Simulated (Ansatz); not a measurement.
```xyz
10

C    -0.3748    0.7548    1.6657
O    -0.1929    0.1242    0.4335
Hf   -0.1352   -0.8390   -1.1746
S     1.8462   -0.0610   -2.3701
Cl    0.0349   -3.1355   -0.7265
Cl   -2.0661   -0.4093   -2.4356
H    -0.3529    0.0164    2.4712
H     0.4238    1.4827    1.8302
H    -1.3364    1.2738    1.6826
H     2.1534    0.7929   -1.3764
```

Total charge 0; spin multiplicity 1. Hf takes the def2 core potential.

**Question.** List the ωB97M-V/def2-TZVPP orbital energies in eV (Ansatz 0.2.0). (Estimate.)

**Answer.** Computed: Occupied: -2771.73, -2771.73, -2426.62, -527.10, -283.44, -262.15, -262.14, -220.64, -199.56, -199.56, -199.52, -199.52, -199.52, -199.52, -163.74, -163.63, -163.60, -72.17, -40.79, -40.38, -40.32, -31.25, -25.22, -25.03, -22.67, -22.27, -16.43, -16.06, -16.04, -13.85, -13.11, -12.77, -12.30, -12.30, -12.06, -11.70, -11.69, -11.35, -10.97, -9.94. Lowest empty: 0.63, 0.94, 0.97, 1.12, 1.58, 1.74, 2.78, 3.06.
